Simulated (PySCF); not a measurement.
## How good is the calculation?

Cartesian coordinates in Å; atom numbers follow the order of the lines, from 1:
```xyz
17

O     1.7652   -0.8083    1.9472
C     1.4917   -0.2445    0.9185
C     0.1559   -0.1638    0.3270
C    -0.8800   -0.7985    1.0253
C    -2.1695   -0.7718    0.5385
C    -2.4439   -0.1124   -0.6513
C    -1.4253    0.5188   -1.3492
C    -0.1287    0.4988   -0.8705
C     2.6443    0.4614    0.1416
F     2.8030   -0.0407   -1.0955
F     3.8081    0.3234    0.7707
F     2.4267    1.7806    0.0000
H    -0.6395   -1.3046    1.9478
H    -2.9622   -1.2629    1.0820
H    -3.4529   -0.0908   -1.0351
H    -1.6438    1.0306   -2.2740
H     0.6441    0.9969   -1.4329
```

Level of theory: geometry from GFN2-xTB, PBE0/pcSseg-1 with gauge-including orbitals, in PySCF 2.14 (rapidly exchanging positions averaged, one conformer, non-relativistic Hamiltonian, in vacuum).

Reference values: measured (liquid, neat, 295 K; 17O NMR survey of organic solvents and oxofluorinated compounds, PMC5915748).
```
atoms                      quantity  reference  computed  computed, scaled
   O1  δ $^{17}$O vs D2O (external)      548.5         –             528.1
```

Reference values: estimated from measurements, as parent shift plus tabulated substituent increment (solution, not stated per compound (mostly CDCl3 or CCl4); Pretsch, Buehlmann, Badertscher, Structure Determination of Organic Compounds, 4th ed. (2009)).
```json
{"atoms": "C6", "quantity": "δ $^{13}$C", "reference": "135.2", "computed": "142.5", "computed, scaled": "136.7"}
{"atoms": "C4/C8", "quantity": "δ $^{13}$C", "reference": "130.3", "computed": "139.0", "computed, scaled": "133.3"}
{"atoms": "C5/C7", "quantity": "δ $^{13}$C", "reference": "129.2", "computed": "134.5", "computed, scaled": "128.9"}
```

Computed shifts are σ(ref) − σ with the named reference compound (TMS for H and C) calculated as an isolated molecule at the same level. The measured values may be among those fitted. Shieldings were converted by linear fits to measured shifts (mostly CDCl3, TMS scale, for H and C): $^{13}$C: δ = 179.97 − 0.974σ (rms 2.1 ppm, 958 shifts, 2.3 ppm with the 13 outliers that the fit left out); $^{17}$O: δ = 266.70 − 0.911σ (rms 10.7 ppm, 155 shifts, 12.2 ppm with the 3 outliers that the fit left out vs liquid water, solution or neat liquid). Occasional misses reach two or three times the rms, and more in compound classes unlike the fitted ones.

Task: How far are the unscaled $^{13}$C shifts from the references?

Result: Mean signed difference +7.10 ppm, mean absolute 7.10 ppm over 3 comparisons; the largest is +8.7 ppm at C4/C8 (aromatic CH).

4 of the 6 published NMR values on file for this molecule are compared. The rest: values from further sources.
